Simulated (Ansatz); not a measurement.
Start from `[NH2][Al]([F])[PH]O` and change one atom or group to get `C[S][Al]([NH2])[F]`.

Ansatz, PBE0-D4/def2-TZVP geometries, multiplicity 1. Each molecule was computed in one conformer, which needn't be the lowest.

```json
{"property": "HOMO energy (PBE0/def2-TZVPP) / eV", "`[NH2][Al]([F])[PH]O`": "-6.92"}
{"property": "LUMO energy (ωB97M-V/def2-TZVPP) / eV", "`[NH2][Al]([F])[PH]O`": "0.98"}
{"property": "HOMO–LUMO gap (B3LYP/def2-TZVPP) / eV", "`[NH2][Al]([F])[PH]O`": "5.68"}
{"property": "size of the dipole moment (B3LYP/def2-TZVPP) / D", "`[NH2][Al]([F])[PH]O`": "2.27"}
{"property": "LUMO energy (B3LYP/def2-TZVPP) / eV", "`[NH2][Al]([F])[PH]O`": "-1.02"}
{"property": "HOMO energy (B3LYP/def2-TZVPP) / eV", "`[NH2][Al]([F])[PH]O`": "-6.70"}
```

What does the change do to each property? (Estimate.)

Ansatz gave: 
```
                                        property  `C[S][Al]([NH2])[F]`  shift
              HOMO energy (PBE0/def2-TZVPP) / eV                 -7.03  -0.11
           LUMO energy (ωB97M-V/def2-TZVPP) / eV                  1.26   0.28
           HOMO–LUMO gap (B3LYP/def2-TZVPP) / eV                  6.19   0.51
size of the dipole moment (B3LYP/def2-TZVPP) / D                  0.67  -1.60
             LUMO energy (B3LYP/def2-TZVPP) / eV                 -0.59   0.43
             HOMO energy (B3LYP/def2-TZVPP) / eV                 -6.78  -0.08
```

With PBE0 the HOMO falls by 0.11 eV and the LUMO rises by 0.49 eV, so the gap widens by about 0.60 eV. PBE moves the HOMO by -0.02 eV and ωB97M-V by -0.20 eV. Dipoles are sizes alone; their direction can turn.

B3LYP here is the variant with VWN-RPA as its local correlation; programs differ in this.
